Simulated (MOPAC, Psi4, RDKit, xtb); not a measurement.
Relaxed torsion scan: C₁₂H₈F₂, SMILES c1c(c(ccc1)-c1ccccc1F)F. Scanned: dihedral C2–C7–C8–C9; all other coordinates were relaxed at GFN2-xTB. Points at φ and −φ are mirror images. Heavy atoms are numbered in the order of the SMILES Fc1ccccc1-c1ccccc1F, hydrogens after them in the order of the atoms that carry them; the mirror image has the same energies with the sign of each dihedral reversed.

Computed with: UFF // GFN2-xTB (RDKit); PM7, restricted, heats of formation // GFN2-xTB (MOPAC); GFN1-xTB // GFN2-xTB (xtb); PBE-D3(BJ)/def2-SVP // GFN2-xTB (Psi4).

Energies relative to the lowest point of each profile, in eV; the last columns give the difference from PBE-D3(BJ):

| φ / ° | UFF | PM7 | GFN1-xTB | PBE-D3(BJ)/def2-SVP | UFF − PBE-D3(BJ)/def2-SVP | PM7 − PBE-D3(BJ)/def2-SVP | GFN1-xTB − PBE-D3(BJ)/def2-SVP |
|---|---|---|---|---|---|---|---|
| -165 | 0.364 | 0.217 | 0.225 | 0.213 | 0.151 | 0.004 | 0.012 |
| -150 | 0.110 | 0.086 | 0.113 | 0.069 | 0.041 | 0.017 | 0.044 |
| -135 | 0.006 | 0.018 | 0.066 | 0.007 | -0.001 | 0.012 | 0.060 |
| -120 | 0.000 | 0.000 | 0.068 | 0.014 | -0.014 | -0.014 | 0.054 |
| -105 | 0.039 | 0.002 | 0.089 | 0.060 | -0.020 | -0.057 | 0.029 |
| -90 | 0.062 | 0.004 | 0.097 | 0.089 | -0.027 | -0.085 | 0.007 |
| -75 | 0.039 | 0.003 | 0.077 | 0.071 | -0.031 | -0.068 | 0.006 |
| -60 | 0.001 | 0.008 | 0.034 | 0.027 | -0.026 | -0.019 | 0.008 |
| -45 | 0.006 | 0.053 | 0.000 | 0.000 | 0.006 | 0.053 | 0.000 |
| -30 | 0.120 | 0.168 | 0.010 | 0.020 | 0.100 | 0.148 | -0.010 |
| -15 | 0.404 | 0.361 | 0.074 | 0.091 | 0.313 | 0.270 | -0.017 |
| 0 | 0.944 | 0.582 | 0.150 | 0.152 | 0.792 | 0.430 | -0.002 |
| 15 | 0.404 | 0.361 | 0.074 | 0.091 | 0.313 | 0.270 | -0.017 |
| 30 | 0.120 | 0.168 | 0.010 | 0.020 | 0.100 | 0.148 | -0.010 |
| 45 | 0.006 | 0.053 | 0.000 | 0.000 | 0.006 | 0.053 | 0.000 |
| 60 | 0.001 | 0.008 | 0.034 | 0.027 | -0.026 | -0.019 | 0.008 |
| 75 | 0.039 | 0.003 | 0.077 | 0.071 | -0.031 | -0.068 | 0.006 |
| 90 | 0.062 | 0.004 | 0.097 | 0.089 | -0.027 | -0.085 | 0.007 |
| 105 | 0.039 | 0.002 | 0.089 | 0.060 | -0.020 | -0.057 | 0.029 |
| 120 | 0.000 | 0.000 | 0.068 | 0.014 | -0.014 | -0.014 | 0.054 |
| 135 | 0.006 | 0.018 | 0.066 | 0.007 | -0.001 | 0.012 | 0.060 |
| 150 | 0.110 | 0.086 | 0.113 | 0.069 | 0.041 | 0.017 | 0.044 |
| 165 | 0.364 | 0.217 | 0.225 | 0.213 | 0.151 | 0.004 | 0.012 |
| 180 | 0.834 | 0.385 | 0.385 | 0.412 | 0.422 | -0.027 | -0.027 |

UFF is furthest from PBE-D3(BJ)/def2-SVP at 0 (0.792 eV, above); its mean absolute difference over the points is 0.111 eV.

PM7 is furthest from PBE-D3(BJ)/def2-SVP at 0 (0.430 eV, above); its mean absolute difference over the points is 0.081 eV.

GFN1-xTB is furthest from PBE-D3(BJ)/def2-SVP at -135 (0.060 eV, above); its mean absolute difference over the points is 0.022 eV.
